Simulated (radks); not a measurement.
Species: the zinc ion Zn5+. Configuration: [Ar] 3d7. Calculated with a radial shooting solver on a logarithmic mesh with Libxc functionals: Dirac Kohn-Sham, BLYP, spin-unpolarised, spherical densities, finite nucleus; open shells fill j = l - 1/2 first; Fermi nuclear charge, rms radius 3.9283 fm. Some entries of the table are withheld. Estimate them.

| orbital | occ. | eigenvalue (eV) | <r> (bohr) |
|---|---|---|---|
| 1s1/2 | 2 | -9621.237 | 0.05031 |
| 2s1/2 | 2 | -1255.114 | 0.2260 |
| 2p1/2 | 2 | (1) | (2) |
| 2p3/2 | 4 | (3) | (4) |
| 3s1/2 | 2 | -220.3762 | 0.6654 |
| 3p1/2 | 2 | (5) | 0.6803 |
| 3p3/2 | 4 | (6) | 0.6894 |
| 3d3/2 | 4 | -98.5536 | 0.7339 |
| 3d5/2 | 3 | -98.0880 | 0.7373 |
| 4s1/2 | 0 | -65.4498 | 1.743 |
| 4p1/2 | 0 | -54.3675 | 1.911 |
| 4p3/2 | 0 | -53.8891 | 1.928 |

Answer. 
(1) 2p1/2 eigenvalue (eV): -1117.010
(2) 2p1/2 <r> (bohr): 0.1959
(3) 2p3/2 eigenvalue (eV): -1093.128
(4) 2p3/2 <r> (bohr): 0.1993
(5) 3p1/2 eigenvalue (eV): -176.1510
(6) 3p3/2 eigenvalue (eV): -172.8558
